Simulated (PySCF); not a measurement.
Structure elucidation problem

Molecular formula: C7H10Si. Simulated spectra:

1H NMR (400 MHz, computed): δ 7.85 (d, 2H), 7.66 (m, 1H), 7.65 (m, 2H), 4.75 (q, 2H), 0.30 (t, 3H).

13C{1H} NMR (computed): δ 140.7 (CH, 2C), 140.6 (C), 135.0 (CH), 133.2 (CH, 2C), -3.1 (CH3).

How the numbers were obtained: PBE0/pcSseg-1 with gauge-including orbitals, geometry from GFN2-xTB, in PySCF 2.14 (rapidly exchanging positions averaged, no solvent, non-relativistic Hamiltonian, one conformer).

δ = σ(ref) − σ, references computed at the same level: 1H (σref 31.72) and 13C (σref 186.93) vs TMS.

Problem. Deduce the structure.

Solution. 
The formula gives 4 degrees of unsaturation (1 ring in the answer). 5 carbon signals for 7 carbons: some carbons are equivalent by symmetry or fast rotation. Carbon types of the structure: 1 × C, 5 × CH, 1 × CH3, leaving 2 H on heteroatoms. δC 140.7, 135.0, 133.2: aromatic CH. δC 140.6: substituted aromatic carbon. δC -3.1: methyl carbon bonded to Si; an electropositive neighbour leaves it electron-rich and shielded. δH 7.85, 7.66, 7.65: hydrogen on an aromatic CH; the ring current deshields protons in the ring plane. δH 4.75: hydrogen on a silicon bonded to 2 C. δH 0.30: hydrogen on a methyl carbon bonded to Si; an electropositive neighbour shields it, as in TMS itself.

These data were computed for SMILES c1c([SiH2]C)cccc1.

This is the structure that produced the data.

Shifts are as computed. Against solution values, carbons near 30 ppm lie about +3 ppm off and those near 130 ppm about +5 ppm. Of 246 compounds with measured shifts, 49 miss one by over three times the rms of a fit or turn the order of signals round; such compounds aren't used in these exercises. Multiplicities follow the n + 1 count of equivalent neighbours, as no J values were calculated; m marks all less simple cases, F and P coupling included.
